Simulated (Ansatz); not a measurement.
System: dihydroxy(dimethoxy)silane, C₂H₈O₄Si, charge 0, multiplicity 1. 
Geometry from a B3LYP-D3(BJ)/def2-TZVP (Ansatz, an electronic-structure program) optimisation:
SMILES: CO[Si](O)(O)OC
```xyz
15

C     -2.3016    -0.8229     0.2347
O     -1.0292    -0.5852     0.8233
Si     0.1151     0.3793     0.1794
O     -0.6110     1.7925    -0.2077
O      1.3068     0.5012     1.2925
O      0.7949    -0.1870    -1.1885
C      1.6514    -1.3206    -1.2484
H     -2.1991    -1.3419    -0.7222
H     -2.8741    -1.4513     0.9162
H     -2.8390     0.1139     0.0729
H     -0.1642     2.3601    -0.8401
H      1.0464     0.5478     2.2154
H      1.1152    -2.2312    -0.9677
H      2.0026    -1.4214    -2.2749
H      2.5103    -1.1975    -0.5854
```
Charge 0, spin multiplicity 1.

Atomisation energy built up term by term with Ansatz (kcal/mol; UHF references for open shells; valence terms freeze the core; atomic spin-orbit terms are left out). CBS(X,Y): correlation extrapolated as X^-3; Hartree-Fock from the larger set.

| term | basis | kcal/mol |
|---|---|---|
| Hartree-Fock | cc-pV(Q+d)Z | … |
| CCSD correlation | CBS(cc-pV(T+d)Z,cc-pV(Q+d)Z) | … |
| (T) | CBS(cc-pV(T+d)Z,cc-pV(Q+d)Z) | 24.57 |
| core correlation | cc-pwCVTZ | 3.86 |
| scalar relativity (X2C) | cc-pVTZ-DK against cc-pVTZ | -2.51 |
| sum: De |  | … |

Question: What belongs in the gaps?

Answer: 
- Hartree-Fock, kcal/mol: 1051.87
- CCSD correlation, kcal/mol: 390.02
- sum: De, kcal/mol: 1467.8
